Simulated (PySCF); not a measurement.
ketene (C2H2O), singlet, geometry from GFN2-xTB. Base run: B3LYP/6-31G*, polarisability run with PySCF.

Here is a job for PySCF.
```python
from pyscf import gto, scf, dft
from pyscf.prop import polarizability

mol = gto.Mole()
mol.atom = '''
    C    -0.011482    0.021363   -1.191901
    C     0.000930   -0.001730    0.096497
    H     0.002496    0.948264   -1.730061
    H    -0.036141   -0.885664   -1.762560
    O     0.012120   -0.022550    1.258131
'''
mol.basis = '6-31g*'
mol.charge = 0
mol.spin = 0
mol.verbose = 4
mol.build()

mf = dft.RKS(mol)
mf.xc = 'b3lyp'
mf.kernel()
alpha = mf.Polarizability().polarizability()[2, 2]
print('alpha_zz =', alpha)
```

Problem. The base was run again with changes. Order these runs by alpha_zz (bohr³), lowest first: basis = STO-3G | basis = def2-TZVPD | functional = hf | functional = lda,vwn | basis = 6-31+G* | basis = def2-SVP.

Solution. basis = STO-3G (alpha_zz (bohr³) 22.94), functional = hf (alpha_zz (bohr³) 35.25), functional = lda,vwn (alpha_zz (bohr³) 35.70), basis = def2-SVP (alpha_zz (bohr³) 35.81), basis = 6-31+G* (alpha_zz (bohr³) 41.13), basis = def2-TZVPD (alpha_zz (bohr³) 41.69)

Finite-field rows take the second difference of the energy in a field along z; a small field with loose convergence shows SCF noise divided by the square of the field, and a large one adds hyperpolarisability.
